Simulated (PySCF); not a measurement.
Computed IR spectrum (relative IR intensity) of a molecule C5H10. The structure is a stationary point at PBE-D3(BJ)/def2-SVP. The values are those of a single conformer. Level of theory: PySCF with PBE-D3(BJ)/def2-SVP. No scaling factor is applied to the harmonic values.

ν (cm⁻¹): 419 (vw), 522 (m), 764 (vw), 779 (w), 873 (s), 921 (vw), 953 (vw), 992 (vw), 1013 (vw), 1055 (w), 1220 (vw), 1257 (w), 1299 (vw), 1340 (m), 1393 (w), 1405 (m), 1414 (m), 1421 (w), 1432 (w), 1678 (m), 2948 (s), 2956 (m), 2972 (s), 3017 (m), 3024 (m), 3062 (vs), 3066 (w), 3073 (m), 3162 (m) (against the strongest line: vs over 80 %, s over 45 %, m over 15 %, w over 4 %, vw less)

Which structure fits?
A. C=CC(C)C
B. C/C=C/CC
C. C=C(C)CC
D. C[C@H]1C[C@@H]1C

C, C=C(C)CC
